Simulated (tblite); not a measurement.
Compound: C2H7GeO (doublet state).
Bonds: C1–C2, C2–O3, O3–Ge4. Hydrogens: H5, H6, H7 on C1; H8, H9 on C2; H10, H11 on Ge4.

Computed with GFN2-xTB (tblite), gas phase: L-BFGS steps from a force-field or distance-geometry start until the largest atomic force falls under 0.01 eV/Å.

Step 42: E = -375.9339 eV
```
atom  x, y, z in Å  |  force x, y, z in eV/Å
C1     -1.6952    0.1564    0.0454    0.065  -0.004   0.021
C2     -0.3521   -0.3607   -0.4610   -0.009   0.048  -0.008
O3      0.6851    0.5491   -0.2052   -0.017  -0.006   0.012
Ge4     2.1886    0.2427    0.7052    0.082   0.119   0.021
H5     -1.8723    1.1566   -0.3404    0.004   0.002  -0.041
H6     -2.4968   -0.5014   -0.2846    0.055   0.019   0.030
H7     -1.6976    0.2088    1.1318    0.016  -0.026   0.011
H8     -0.1225   -1.3348   -0.0112   -0.091  -0.061  -0.050
H9     -0.3989   -0.4939   -1.5487   -0.027  -0.022  -0.026
H10     2.7846   -1.0448   -0.0410   -0.015  -0.080   0.005
H11     2.9827    1.4247    0.0237   -0.062   0.012   0.025
```

Step 43: E = -375.9357 eV
```
atom  x, y, z in Å  |  force x, y, z in eV/Å
C1     -1.6955    0.1592    0.0467    0.085  -0.012   0.018
C2     -0.3557   -0.3633   -0.4657    0.033   0.040  -0.036
O3      0.6898    0.5375   -0.2103   -0.033   0.003   0.028
Ge4     2.1896    0.2432    0.7101    0.070   0.109   0.001
H5     -1.8767    1.1604   -0.3374    0.025  -0.036  -0.051
H6     -2.4985   -0.5005   -0.2777    0.059   0.037   0.038
H7     -1.6905    0.2146    1.1329    0.012  -0.039   0.017
H8     -0.1263   -1.3427   -0.0233   -0.130  -0.013  -0.064
H9     -0.4037   -0.4875   -1.5556   -0.044  -0.033   0.008
H10     2.8017   -1.0469   -0.0259   -0.023  -0.065   0.012
H11     2.9713    1.4288    0.0202   -0.053   0.009   0.030
```

**Question.** Estimate the geometry and energy of step 44. (The exact step hangs on the optimiser's Hessian estimate; all steps are aligned on step 43, rigid shifts and turns removed.)

**Answer.** E = -375.9379 eV, largest force 0.176 eV/Å
```
atom  x, y, z in Å  |  force x, y, z in eV/Å
C1     -1.6944    0.1626    0.0486    0.084  -0.011   0.010
C2     -0.3596   -0.3661   -0.4719    0.073   0.019  -0.058
O3      0.6950    0.5236   -0.2159   -0.031   0.014   0.044
Ge4     2.1921    0.2462    0.7157    0.037   0.061  -0.022
H5     -1.8812    1.1642   -0.3346    0.052  -0.073  -0.054
H6     -2.4988   -0.4988   -0.2690    0.050   0.044   0.043
H7     -1.6814    0.2206    1.1345    0.013  -0.048   0.020
H8     -0.1339   -1.3525   -0.0389   -0.154   0.041  -0.075
H9     -0.4107   -0.4807   -1.5640   -0.055  -0.035   0.044
H10     2.8210   -1.0513   -0.0076   -0.034  -0.028   0.027
H11     2.9573    1.4350    0.0170   -0.035   0.016   0.021
```

The energy changes by -0.0022 eV. The first-order estimate −F·Δx gives -0.0030 eV and the mean of the old and new forces, exact on a quadratic surface, -0.0022 eV. The step makes an angle of 76° with the force vector and moves no atom by more than 0.027 Å.

The cost below is that of the whole relaxation. On one thread, Arm Neoverse N1 (aarch64), no GPU, shared host, this took 0.51 s.
